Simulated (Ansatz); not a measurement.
The cluster Nb₂O₄⁻, relaxed as a doublet with UKS PBE0-D4/def2-SVPD in Ansatz, starting from the GFN2-xTB geometry. Force threshold 0.02 eV/Å.

In the def2 sets Nb takes a core potential; there is no spin–orbit coupling. The structure holds 1 bond(s) between oxygen atoms. The charge -1 doublet is spin-contaminated (final ⟨S²⟩ up to 2.28, 0.75 for a pure state). The relaxation made no stability test and no search for a lower SCF solution. No other spin state of charge -1 was run. Another isomer (doublet) lies 4.87 eV lower at PBE0-D4/def2-TZVPD; other spin states weren't run for this one.

Start:

Cartesian coordinates in Å:
```
Nb 0.818 1.683 0.655
Nb -0.394 -1.016 0.218
O -1.619 -1.667 -1.042
O 1.319 3.126 -0.041
O -0.376 -2.159 -1.266
O 0.252 0.033 1.476
```

Task: Estimate the energy that the relaxation releases and the steps that it takes.

Result: 122.2 kJ/mol, in 34 steps; 2.4 min on 4 threads of Intel Xeon on a shared host. No frequencies were taken in this run, so the end may be a saddle point.

Task: Does the start keep its bonding?

Result: By distances, no bond broke or formed. The bond that changes most is Nb1–O6, from 1.93 to 2.09 Å (atoms count from 1).

Task: Predict the relaxed structure.

Result: 
```xyz
6

Nb    0.4445    1.9038    0.5609
Nb    0.0479   -1.0422    0.0876
O    -1.2128   -2.3530   -0.6181
O     1.9202    2.6103   -0.0040
O    -1.0328   -1.2491   -1.5097
O    -0.1670    0.1301    1.4834
```
Bond lengths (bridged metal pairs left out): 5 × Nb–O 1.73 to 2.09 Å; 1 × O–O 1.43 Å.
